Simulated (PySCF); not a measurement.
# Low-lying terms of I⁵⁺ (iodine, charge +5)

Ground state [Kr] 4d10 5s2, ¹S. Calculation: PySCF 2.14, in aug-cc-pVDZ-PP with one added diffuse shell each of s, p, d type with ECP28MDF (6s5p4d, 41 functions); a scalar-relativistic core potential. Vertical excitation energies in eV without spin-orbit coupling; excited terms of each kind are numbered among those the solver found. Frozen: 4s2 4p6.

```
 term  leading excitation  EOM-EE-CCSD
1 3P°              5s → p       11.163
1 1P°              5s → p       16.273
 1 3D              5s → d       31.245
 1 1D              5s → d       34.440
 1 3S              5s → s       35.948
 1 1S              5s → s       36.792
2 3P°              5s → p       41.253
2 1P°              5s → p       41.635
 2 3D              5s → d       48.875
 2 1D              5s → d       49.198
1 3F°              4d → p       55.525
1 1F°              4d → p       56.034
```

The spin-orbit splitting of the hole, absent here, rivals or exceeds the spacing of these terms, so the LS terms are model states.

Only the lower part of the computed list is shown. Doubly excited terms such as np² are absent. The solver can miss terms.
